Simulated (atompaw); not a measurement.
## manganese PAW (atompaw): all-electron and pseudo phase curves

| Quantity | Value |
| --- | --- |
| Element | Mn (Z = 25) |
| Generator | atompaw 4.2.0.5 |
| Type | PAW |
| Functional | PBE |
| Relativity | scalar-relativistic |
| Frozen core | [Ne] 3s2 |
| Valence charge | 13 |
| Reference configuration | 3p6 3d5 4s2 4p0 |
| Partial waves | 4s (bound): rc 2.60 bohr; 4s channel at 0.15 Ry: rc 2.60 bohr; 3p (bound): rc 1.15 bohr; 4p (bound, empty): rc 2.60 bohr; 3d (bound): rc 1.05 bohr; 3d channel at -0.2 Ry: rc 1.05 bohr; 4f channel at 0.3 Ry: rc 2.60 bohr; 4f channel at 2.6 Ry: rc 2.60 bohr |
| Local potential | troulliermartins scheme with l = 4 at 0.5 Ry, radius 1.85 bohr |
| Core correction | smooth core density matched at 1.95 bohr |
| Augmentation charge | besselshape compensation charge, radius 2.20 bohr; PAW radius 2.60 bohr; waves and projectors: custom rrkj gramschmidtortho |

The phase is arctan(r·u′/u) with u = r·R(r), unwrapped; energies in Ry, scanned from -6 to 5 Ry. A pole is an energy at which the radial function vanishes at the test radius. The pseudo phase is shifted by a multiple of π to meet the all-electron one at the reference energy, and phase errors are pseudo minus all-electron; the curves can meet again beyond the range given. Levels narrower than the energy grid can be missing from the lists of poles.

```
channel  radius (bohr)  reference energy (Ry)  poles, all-electron  poles, pseudo  unbroken range about the reference energy with phases within 0.05 rad  phase error 1 Ry above the reference energy (rad)
      s           2.61                  -0.38                 1.63     0.82, 1.64                                                              below 0.8                                             -0.001
      p           2.61                  -0.10          -3.99, 2.60    -3.99, 2.24                                                              below 2.4                                             -0.024
      d           2.61                  -0.50          -0.35, 4.22    -0.35, 4.24                                                        the whole range                                             +0.000
      f           2.61                   0.30                 4.61           4.13                                                              below 4.1                                             -0.000
```

Phases in the d channel:

| E (Ry) | all-electron | pseudo |
| --- | --- | --- |
| -6.00 | 1.416 | 1.416 |
| -5.76 | 1.413 | 1.413 |
| -5.52 | 1.409 | 1.409 |
| -5.28 | 1.406 | 1.406 |
| -5.04 | 1.402 | 1.402 |
| -4.80 | 1.398 | 1.398 |
| -4.56 | 1.394 | 1.394 |
| -4.32 | 1.389 | 1.389 |
| -4.08 | 1.384 | 1.384 |
| -3.84 | 1.378 | 1.378 |
| -3.60 | 1.372 | 1.372 |
| -3.36 | 1.365 | 1.365 |
| -3.12 | 1.357 | 1.357 |
| -2.88 | 1.349 | 1.349 |
| -2.64 | 1.339 | 1.339 |
| -2.40 | 1.327 | 1.327 |
| -2.16 | 1.313 | 1.313 |
| -1.92 | 1.297 | 1.297 |
| -1.68 | 1.276 | 1.276 |
| -1.44 | 1.247 | 1.247 |
| -1.20 | 1.202 | 1.202 |
| -0.96 | 1.119 | 1.119 |
| -0.72 | 0.835 | 0.835 |
| -0.48 | -1.196 | -1.196 |
| -0.24 | -1.686 | -1.686 |
| 0.00 | -1.808 | -1.808 |
| 0.24 | -1.887 | -1.887 |
| 0.48 | -1.964 | -1.964 |
| 0.72 | -2.058 | -2.058 |
| 0.96 | -2.189 | -2.189 |
| 1.20 | -2.397 | -2.397 |
| 1.44 | -2.750 | -2.749 |
| 1.68 | -3.282 | -3.281 |
| 1.92 | -3.792 | -3.791 |
| 2.16 | -4.117 | -4.116 |
| 2.40 | -4.307 | -4.306 |
| 2.64 | -4.425 | -4.424 |
| 2.88 | -4.504 | -4.503 |
| 3.12 | -4.562 | -4.561 |
| 3.36 | -4.606 | -4.605 |
| 3.60 | -4.642 | -4.641 |
| 3.84 | -4.672 | -4.671 |
| 4.08 | -4.698 | -4.697 |
| 4.32 | -4.722 | -4.720 |
| 4.56 | -4.744 | -4.742 |
| 4.80 | -4.765 | -4.763 |
